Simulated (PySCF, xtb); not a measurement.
B(Cl)(vinyl)(OH) (C2H4BClO), SMILES C=CB(O)Cl. Other conformers were not sampled.

Harmonic wavenumbers (cm⁻¹) from GFN2-xTB in xtb at its own minimum, in rising order: 64, 175, 305, 336, 381, 612, 620, 637, 851, 932, 1010, 1023, 1038, 1292, 1314, 1401, 1653, 3049, 3090, 3124, 3589.

Q: What does ωB97X-D3(BJ)/def2-SVP (PySCF) give at its own minimum? (An estimate is asked for; the answer gives what the named calculation found.)

A: 76, 203, 331, 410, 424, 586, 683, 690, 926, 1033, 1035, 1058, 1156, 1311, 1406, 1459, 1722, 3157, 3198, 3257, 3906. Paired by order, the mean absolute difference is 75 cm⁻¹ and the zero-point energies are 37.9 and 40.1 kcal/mol.
